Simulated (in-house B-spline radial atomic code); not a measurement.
The numbers below are computed, except where a source is named.
# Building a PAW p channel for Ca, r_c = 0.998 bohr

Ca, [Ar] 4s2, non-relativistic PBE, spherical and spin-unpolarised, from a B-spline radial code for spherical atoms (atomic units; all potentials screened as in the neutral atom).

Two all-electron partial waves φ1, φ2 are integrated outwards at E1 = ε(3p) = -1.031149 and E2 = E1 + 1.5 hartree; φ1 is the bound orbital and φ2 has unit norm inside r_c = 0.9977 bohr. Smooth partners are polynomials, r^2(a0 + a1 r² + a2 r⁴ + a3 r⁶), matched to φ and three derivatives at r_c, with no condition on the norm. The local potential is -19.0727 + (36.9177) r² + (-32.9679) r⁴ + (11.3015) r⁶ inside 0.8169 bohr and the all-electron one outside.

| wave | φ(r_c) | φ'(r_c) | a0 | a1 | a2 | a3 |
| --- | --- | --- | --- | --- | --- | --- |
| 1 | 0.9484111 | 0.1720375 | 2.166174 | -1.514902 | 0.2445102 | 0.05301297 |
| 2 | 1.408593 | -1.518142 | 4.88548 | -4.906264 | 1.546399 | -0.1205188 |

Inside r_c the overlaps are <φi φj> = [[0.31720, 0.56072], [0.56072, 1.00000]] and, for the smooth waves, [[0.31918, 0.57275], [0.57275, 1.03852]]. With χj = (Ej − T − V_local) applied to smooth wave j, the program's quadrature gives the matrix B_ij = <smooth i, χj> as [[0.71791, 1.44547], [1.42742, 2.88511]].

Problem. Check the match of the first wave, and find the augmentation charges q_ij.

Solution. At r_c the four terms are 2.15622, -1.50101, 0.24116, 0.05205, which sum to 0.9484, φ1(r_c) to rounding. q_ij is the all-electron overlap less the smooth one: [[-0.00198, -0.01203], [-0.01203, -0.03852]]. The smooth first wave has a norm of 0.3192 inside r_c against 0.3172, so q11 is negative and must stay small enough for the overlap operator to be positive.

Problem. B isn't symmetric. Show that D_ij = B_ij + Ej q_ij is.

Solution. Integrating by parts gives B12 − B21 = (E1 − E2) q12: 1.44547 − (1.42742) = 0.01805, and −1.5 × (-0.01203) = 0.01805. So D12 = 1.44547 + (0.468851)(-0.01203) = 1.43983 and D21 = 1.42742 + (-1.031149)(-0.01203) = 1.43983; D11 = 0.71995, D22 = 2.86705. The projectors, p = (B⁻¹)ᵀ χ, are dual to the smooth waves; det B = 0.008, small beside B11 B22, as the two smooth waves look alike inside r_c.

Solving (T + V_local + Σ p D p) ψ = E (1 + Σ p q p) ψ in a sphere of 9 bohr gives these levels:

```csv
all-electron,one projector,two projectors
-1.031150,-1.031150,-1.031150
-0.038393,-0.038703,-0.038394
0.217688,0.216929,0.217688
0.621193,0.619009,0.621192
1.172760,1.167460,1.172740
```

Problem. What does the second projector gain?

Solution. With one projector the errors are 0.00, -0.31, -0.76, -2.18, -5.30 millihartree. With two the errors are 0.00, 0.00, 0.00, 0.00, -0.02 millihartree. The scattering is exact at E1 and at E2 = 0.469, and over all levels compared the largest error is 0.02 millihartree. The lowest eigenvalue of the overlap operator is 0.9856 with one and 0.6743 with two projectors. The smooth orbital alone needs a cutoff of 25.1 hartree for 1 millihartree of kinetic energy, against 25.6 for a norm-conserving Troullier-Martins orbital of the same radius.
